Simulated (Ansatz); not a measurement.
`[NH2][Ge][OH]` + H₂ → `[NH2][GeH]` + H₂O at 400 K and 1 bar (hydrogenolysis of a Ge–O bond).

Computed with Ansatz on PBE0-D4/def2-TZVP structures; ΔE is electronic, products minus reactants. CCSD(T)/CBS adds triple-zeta CCSD(T) − MP2 to the extrapolated MP2 energy (def2 sets, frozen cores). This one scheme is used for every species. For Ge outer-core shells are correlated without core-valence functions, which leaves a few kJ/mol of doubt a bond. Scalar relativity is left out up to krypton. One conformer a species, not always the lowest.

```
        species  CCSD(T)/CBS energy (Eh)  H − E (kJ/mol)  S (J/(mol·K))
`[NH2][Ge][OH]`              -2207.83457           124.4          314.8
             H₂                 -1.17544            38.0          139.0
   `[NH2][GeH]`              -2132.60664           102.2          275.6
            H₂O                -76.37941            69.8          198.6
```

H − E and S are ideal-gas, rigid-rotor, harmonic terms from PBE0-D4/def2-TZVP, for one conformer and one mirror image of each species. The MP2-based limit puts H₂ 0.8 mEh under its directly extrapolated value; such offsets cancel only in part. 1 Eh = 2625.50 kJ/mol, R = 8.31446 J/(mol·K).

Task: By hand: ΔE, ΔH, ΔS and ΔG.

Result: ΔE = (-2132.60664) + (-76.37941) − (-2207.83457) − (-1.17544) = 0.02396 Eh = 62.9 kJ/mol. Δ(H − E) = 102.2 + 69.8 − 124.4 − 38.0 = 9.6, so ΔH = 72.5 kJ/mol. ΔS = 275.6 + 198.6 − 314.8 − 139.0 = 20.4 J/(mol·K). ΔG = 72.5 − 400 × (20.4)/1000 = 64.3 kJ/mol.

Task: By hand: the equilibrium constant, and the temperature at which ΔG would vanish if ΔH and ΔS stayed fixed.

Result: log₁₀ K = −ΔG/(RT ln 10) = -8.4. ΔG = 0 at ΔH/ΔS = 3554 K, far beyond where these terms or the molecules hold.

ΔH outweighs TΔS. A doubt of 5 kJ/mol in ΔE shifts log₁₀ K by 0.7 here. Other conformers and mirror images would add mixing entropy, several J/(mol·K) or more a flexible species. These are equilibria of isolated gas molecules and say nothing of rates. Largest T1 diagnostic: 0.015 (customary marks: 0.02 for closed shells, 0.045 for open ones).
